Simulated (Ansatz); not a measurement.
`N[SiH2]C[SiH](N)Cl` at its PBE0-D4/def2-TZVP geometry, where that method's forces vanish. The species carries charge 0 and has multiplicity 1.

```json
{"atom": "N1", "x (Å)": "0.2123", "y (Å)": "1.0434", "z (Å)": "-1.5261"}
{"atom": "Si2", "x (Å)": "-0.2414", "y (Å)": "-0.6310", "z (Å)": "-1.5208"}
{"atom": "C3", "x (Å)": "-0.5815", "y (Å)": "-1.2175", "z (Å)": "0.2277"}
{"atom": "Si4", "x (Å)": "0.3253", "y (Å)": "-0.2619", "z (Å)": "1.5296"}
{"atom": "N5", "x (Å)": "-0.3111", "y (Å)": "1.3108", "z (Å)": "1.6198"}
{"atom": "Cl6", "x (Å)": "2.3469", "y (Å)": "-0.3264", "z (Å)": "0.9801"}
{"atom": "H7", "x (Å)": "1.1634", "y (Å)": "1.2662", "z (Å)": "-1.2671"}
{"atom": "H8", "x (Å)": "-0.0591", "y (Å)": "1.5867", "z (Å)": "-2.3315"}
{"atom": "H9", "x (Å)": "-1.4746", "y (Å)": "-0.7102", "z (Å)": "-2.3495"}
{"atom": "H10", "x (Å)": "0.7867", "y (Å)": "-1.5285", "z (Å)": "-2.1182"}
{"atom": "H11", "x (Å)": "-1.6507", "y (Å)": "-1.1273", "z (Å)": "0.4461"}
{"atom": "H12", "x (Å)": "-0.3108", "y (Å)": "-2.2756", "z (Å)": "0.2991"}
{"atom": "H13", "x (Å)": "0.2943", "y (Å)": "-0.8601", "z (Å)": "2.8835"}
{"atom": "H14", "x (Å)": "-0.0688", "y (Å)": "1.9245", "z (Å)": "2.3804"}
{"atom": "H15", "x (Å)": "-0.4308", "y (Å)": "1.8068", "z (Å)": "0.7469"}
```

For each bond, give half the difference of the two atoms' forces along it (eV/Å; positive pushes the atoms apart) under PBE-D4, r2SCAN-D4, B3LYP-D4, ωB97M-V in def2-TZVPP. (Estimate.)

Computed: 
```tsv
bond	length (Å)	PBE-D4	r2SCAN-D4	B3LYP-D4	ωB97M-V
N1–Si2	1.735	0.10	0.02	0.13	0.11
N1–H7	1.011	0.21	0.02	-0.03	-0.03
N1–H8	1.009	0.19	0.02	-0.02	-0.02
Si2–C3	1.875	-0.02	0.02	0.10	0.03
Si2–H9	1.488	0.06	-0.03	-0.14	-0.14
Si2–H10	1.490	0.03	-0.03	-0.12	-0.14
C3–Si4	1.852	0.00	0.00	0.06	0.00
C3–H11	1.095	0.09	-0.01	-0.07	-0.05
C3–H12	1.094	0.11	-0.01	-0.07	-0.04
Si4–N5	1.699	0.10	0.01	0.07	0.08
Si4–Cl6	2.096	0.13	0.06	0.20	0.07
Si4–H13	1.481	0.04	-0.04	-0.19	-0.18
N5–H14	1.007	0.18	0.02	-0.01	-0.02
N5–H15	1.011	0.20	0.01	-0.04	-0.04
```

B3LYP here is the variant with VWN-RPA as its local correlation; programs differ in this.
